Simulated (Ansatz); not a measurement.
Species: [Ti(CH3)4] (charge 0, multiplicity 1).

### Question
Give a relaxed geometry from Ansatz (a quantum-chemistry and plane-wave program) with PBE-D3(BJ)/def2-SVP.

### Answer
the end point of this relaxation.
Z-matrix (Å, degrees):
```
Ti
C 1 2.0697
H 2 1.1121 1 109.88
H 2 1.1122 3 109.07 1 120.54
H 2 1.1122 3 109.06 4 119.02
C 1 2.0701 2 109.69 3 93.26
H 6 1.1122 1 110.01 2 -30.27
H 6 1.1122 7 109.08 1 120.51
H 6 1.1123 7 109.07 8 119.03
C 1 2.0702 2 109.63 3 -26.89
H 10 1.1121 1 109.97 2 -31.17
H 10 1.1123 11 109.09 1 -120.57
H 10 1.1123 11 109.08 12 -119.03
C 1 2.0703 2 109.54 3 -146.75
H 14 1.1122 1 109.98 2 -32.58
H 14 1.1123 15 109.09 1 120.49
H 14 1.1124 15 109.08 16 119.04
```
